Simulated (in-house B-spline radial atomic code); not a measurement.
Solving the quasi-particle equation for 2s of Ne⁶⁺

Configuration [He] 2s2, start Hartree-Fock; correlation leaves out the deepest shell. Computed with an all-electron radial atomic-structure program (B-spline basis): all electrons, non-relativistic, point nucleus, each spin shell either full or empty, empty states to l = 9 with an (l + 1/2)⁻⁴ tail; G0W0 by contour deformation at full frequency.

At the mean-field level ε = -203.833 eV the matrix elements are Σx = -38.739 eV, v_xc = -38.739 eV and Σc(ε) = -2.509 eV, and the slope of the correlation self-energy is dΣc/dω = -0.0254. The quasi-particle energy solves E = ε + Σx − v_xc + Σc(E).

Task: What does the linearised equation give?

Result: Z = 1/(1 − dΣc/dω) = 1/1.0254 = 0.9752. The first-order shift is Σx − v_xc + Σc(ε) = -38.739 − (-38.739) + (-2.509) = -2.509 eV, so E ≈ ε + Z × shift = -203.833 + 0.9752 × (-2.509) = -206.280 eV.

Task: How does that compare with the full solution and with static screening?

Result: Solving the equation at full frequency dependence gives E = -206.281 eV, where Σc = -2.448 eV and the weight is 0.976; the linearised value is off by 1 meV. Leaving Z out would give -206.342 eV. Static COHSEX puts -5.514 eV in place of Σc and gives -209.347 eV, 3.07 eV deeper. The tabulated removal energy is 207.271 ± 0.012 eV (NIST, measured); the run leaves out relativity, Breit and QED terms.
